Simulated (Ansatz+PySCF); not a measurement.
Values are calculated unless marked as measured or tabulated.
Input for PySCF 2.14.0:

```python
from pyscf import gto, dft

mol = gto.M(atom="""
Mn 0.000000 0.000000 0.000000
O 0.000000 0.000000 2.267200
H 0.775000 0.000000 2.842200
H -0.775000 0.000000 2.842200
""", basis='def2-svp', charge=1, spin=6)
mf = dft.UKS(mol, xc='wb97x')
mf.init_guess = 'huckel'
mf.kernel()
while True:  # follow internal instabilities
    mo, _, stable, _ = mf.stability(return_status=True)
    if stable: break
    mf.kernel(mf.make_rdm1(mo, mf.mo_occ))
print(mf.converged, mf.e_tot, mf.spin_square()[0])
```

The script is written out from the run's settings.

Output:

```json
{"Converged": "yes", "Total energy": "-1226.93700 hartree", "Spin squared of the determinant": "12.000"}
```

Caution: other spin multiplicities were not run.
